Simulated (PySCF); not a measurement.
## Zinc: a sound run and one with changed settings

Sound run: Zn [Ar] 3d10 4s2, Zn⁺ [Ar] 3d10 4s1. Calculation: PySCF 2.14, in Sapporo-DKH3-DZP-2012 (6s4p3d1f, 40 functions); the spin-free X2C one-electron Hamiltonian (Gaussian nucleus). The sound run starts from symmetry-adapted Hartree-Fock orbitals and uses a fine grid where one is needed.

A second run was set up differently.

```
species  method  sound run (hartree)  changed run (hartree)  converged
     Zn     UHF          -1794.22554            -1789.03267         no
     Zn     LDA          -1792.88659            -1786.59349         no
     Zn  r2SCAN          -1795.84549            -1790.15577         no
    Zn⁺     UHF          -1793.93776            -1791.30666         no
    Zn⁺     LDA          -1792.52732            -1788.42630         no
    Zn⁺  r2SCAN          -1795.50514            -1791.79887         no
```

Problem. What was changed?
A. basis contracted for another Hamiltonian
B. radial grid too coarse
C. too few SCF iterations
D. all electrons correlated in a valence basis

Solution. C. It used initial guess 1e, at most 3 SCF cycles. The SCF was stopped early; the energies are upper bounds that still move, and correlated levels were skipped or rest on poor orbitals.
